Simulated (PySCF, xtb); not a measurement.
C3H10OSi2, SMILES C([C@@H]([SiH2]O)[SiH3])=C.

xtb with GFN2-xTB at its own geometry gives an orbital gap of 4.41 eV and a dipole moment of 0.85 D.

The structure is a stationary point at PBE-D3(BJ)/def2-SVP. The structure was generated by enumeration; whether it is a known compound was not checked. One conformer was computed; it need not be the lowest.

Problem. What does PBE/def2-TZVP (PySCF) give? (The exact figures need the calculation; the answer reports its results.)

Solution. gap 4.70 eV (levels -6.01 and -1.31 eV), dipole 1.26 D.
